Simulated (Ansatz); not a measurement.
Ansatz (a program for electronic structure) input:
A basis named .json is the Basis Set Exchange file of that set.

Ansatz 0.2 input:
```yaml
crystal:
  periodic: [false, false, false]
  atoms:
    - {symbol: Sn, position_ang: [-0.00000000, -0.00000000, -0.94972023]}
    - {symbol: Se, position_ang: [0.00000000, 0.00000000, 1.39664740]}
basis:
  gaussian:
    orbitals: def2-QZVPP.json
magnetization: {spin_polarized: false}
correlation: {method: ccsd_t, electrons: outside_noble_gas}
```

Task: Which total energy does the run end on?

Result: -2613.57437 Eh (CCSD(T)/def2-QZVPP). The basis has 171 functions. The run takes roughly 22 core-seconds.
